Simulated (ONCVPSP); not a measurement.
## Configuration tests for Mo (Z = 42) (ONCV)

ONCVPSP 4.0.1 input, shortened (lines: element, Z, core and valence counts, functional; n l f; lmax; l rc ep ncon nbas qcut; lloc lpopt rc5 dvloc0; l nproj debl; icmod fcfact rcfact), PBE, fully relativistic:

```
  Mo 42.00    6    3        4      upf
    1    0    2.00
    2    0    2.00
    2    1    6.00
    3    0    2.00
    3    1    6.00
    3    2   10.00
    4    0    2.00
    4    1    6.00
    4    2    5.00
    2
    0    1.55    0.00    3    6    8.20
    1    1.25    0.00    4    8    7.60
    2    1.85    0.00    5    9    9.90
    4    3    1.15    0.00
    0    2    0.60
    1    1    2.40
    2    2    2.50
    0    0.00    0.00
```

Open shells are filled in proportion to 2j + 1.

In the s channel the program set the typed energies aside and used -2.612, 0.250 Ha.

Energies are relative to the spin-unpolarised reference configuration 4s2 4p6 4d5; without spin polarisation the order of configurations can differ from experiment.

Give the all-electron excitation energy and the error of the potential for: 4s2 4p6 4d5 5s1; 4s2 4p6 4d4; 4s2 4p6 4d3; 4s2 4p6 4d5 5p1.

```
valence configuration  charge  ΔE all-electron (eV)  error AE − PS (meV)
      4s2 4p6 4d5 5s1       0                -6.891                 -0.3
          4s2 4p6 4d4      +2                15.461                 +0.3
          4s2 4p6 4d3      +3                42.202                 +4.0
      4s2 4p6 4d5 5p1       0                -3.753                  +17
```
